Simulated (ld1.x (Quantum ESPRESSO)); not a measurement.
Varying the TM semilocal potential for cadmium (Cd)

Base potential:

- Element: Cd
- Generator: ld1.x (Quantum ESPRESSO) 7.5
- Type: norm-conserving Troullier–Martins (semilocal form)
- Functional: LDA (PZ)
- Relativity: scalar-relativistic
- Frozen core: [Kr]
- Valence charge: 12
- Reference configuration: 4d10 5s0.5 5p0 (charge +1.5)
- Partial waves: 5s (bound): rc 2.30 bohr; 5p (bound, empty): rc 2.75 bohr; 4d (bound): rc 1.90 bohr
- Local potential: the d channel
- Core correction: Bessel-smoothed model core inside 0.85 bohr

All-electron outer shells of the reference configuration (LDA (PZ), scalar-relativistic, ld1.x):

| shell | level (eV) | outermost node (bohr) | outermost maximum (bohr) |
| --- | --- | --- | --- |
| 4p | -80.84 | 0.43 | 0.84 |
| 4d | -25.61 | 0.42 | 0.98 |
| 5s | -17.51 | 1.06 | 2.18 |
| 5p | -11.13 | 1.18 | 2.66 |

Cutoffs, loose and tight: the cutoffs (Ry, on a coarse ladder) from which the occupation-weighted sum of valence levels, in a spherical-Bessel basis at the reference potential, stays within 10 and 1 mRy of its value at 400 Ry. They do not see the model core or the augmentation charge, which bear on the density cutoff. Test errors are all-electron minus pseudo excitation energies from the reference, over the configurations 4d10 5s2 5p0; 4d10 5s1 5p0; 4d10 5s0 5p0; 4d10 5s1.5 5p0; 4d10 5s1 5p1; 4d9 5s0 5p0; 4d10 5s0 5p2 (two spin-polarised tests are not counted in the largest error). A dash means not determined; rows that change the core or the reference have their own tests.

In the semilocal form every listed channel keeps its own potential, so the choice of the local channel does not act on these tests. It acts once the file is put into the separable form.

A semilocal file is local in each channel, so a ghost entry of none says nothing of the separable form that plane-wave codes build from it.

| change | outcome | cutoff, loose | cutoff, tight | bound ghosts | largest test error (meV) |
| --- | --- | --- | --- | --- | --- |
| base | generated | 60 Ry | 90 Ry | none | -104 |
| local potential the s channel | generated | 60 Ry | 90 Ry | none | -104 |
| reference 4d10 5s2 5p0 | generated | 60 Ry | 90 Ry | none | -108 |
| all radii but the core radius scaled by about 1.33 (s 3.06, p 3.66, d 2.52 bohr) | generated | 45 Ry | 70 Ry | none | -192 |
| wave 5p (bound): rc 2.75 bohr becomes 5p (bound): rc 2.92 bohr | generated | 60 Ry | 90 Ry | none | -104 |
| wave 5s (bound): rc 2.30 bohr becomes 5s (bound): rc 2.40 bohr | generated | 60 Ry | 90 Ry | none | -108 |
| core correction Bessel-smoothed model core inside 1.58 bohr | generated | 60 Ry | 90 Ry | none | -102 |
| functional PBE | generated | 60 Ry | 100 Ry | none | -111 |

Q: What comes out with this change to the base: type PAW, which also changes the form from semilocal to separable; waves now 5s (bound): rcut 2.00, rcutus 2.30 bohr; 5s channel at 0.25 Ry: rcut 2.00, rcutus 2.30 bohr; 5p (bound): rcut 2.40, rcutus 2.75 bohr; 5p channel at -0.15 Ry: rcut 2.40, rcutus 2.75 bohr; 4d (bound): rcut 1.65, rcutus 1.90 bohr; 4d channel at 3.1 Ry: rcut 1.65, rcutus 1.90 bohr; local potential all-electron potential smoothed inside 2.15 bohr (lloc = -1); augmentation PSQ, inside the norm-conserving radii?

A: outcome: generated; cutoff, loose: 30 Ry; cutoff, tight: 50 Ry; bound ghosts: none; largest test error (meV): -119.

Q: What comes out with this change to the base: wave 4d (bound): rc 1.90 bohr becomes 4d (bound): rc 2.64 bohr?

A: outcome: generated; cutoff, loose: 40 Ry; cutoff, tight: 70 Ry; bound ghosts: none; largest test error (meV): -104.
